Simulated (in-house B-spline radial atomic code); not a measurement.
# Au³⁺: [Xe] 4f14 (5d3/2)4 (5d5/2)3 7s1 (an excited or competing configuration)

Computed with an all-electron radial atomic-structure program (B-spline basis): Dirac-Hartree-Fock, average of the jj configuration, Fermi nucleus of rms radius 5.4371 fm.

Effective charges: Z_r = [3n² - l(l+1)]/(2<r>) from the radius, Z_e = n√(-2ε) from the energy, and Slater's rules. Values are occupation-weighted means over j. An effective charge above Z reflects the relativistic contraction of the inner shells.

```tsv
shell	electrons	ε (eV)	<r> (bohr)	Z_r	Z_e	Slater
1s	2	-81303	0.01687	88.93	77.30	78.70
2s	2	-14528	0.07042	85.20	65.35	74.85
2p	6	-12679	0.06373	78.45	61.05	74.85
3s	2	-3532.1	0.183	73.79	48.34	67.75
3p	6	-2979.2	0.1839	67.99	44.39	67.75
3d	10	-2333.1	0.1678	62.58	39.28	57.85
4s	2	-839.41	0.4069	58.98	31.42	51.25
4p	6	-653.08	0.4313	53.32	27.71	51.25
4d	10	-412.39	0.4578	45.87	22.02	39.85
5s	2	-172.9	0.9342	40.14	17.82	21.35
4f	14	-149.38	0.4951	36.36	13.25	28.45
5p	6	-119.49	1.059	34.46	14.82	21.35
5d	7	-55.681	1.375	25.09	10.11	8.90
7s	1	-17.978	4.646	15.82	8.05	4.00
```

The least bound orbital is 7s1/2 at -17.98 eV, and it is also the most diffuse (<r> = 4.646 bohr).

For the 1s electron the small component carries 9 % of the norm, the zero-frequency Breit interaction raises the level by 302.8 eV, self-energy by 193.7 eV, and vacuum polarisation lowers it by 39.49 eV.
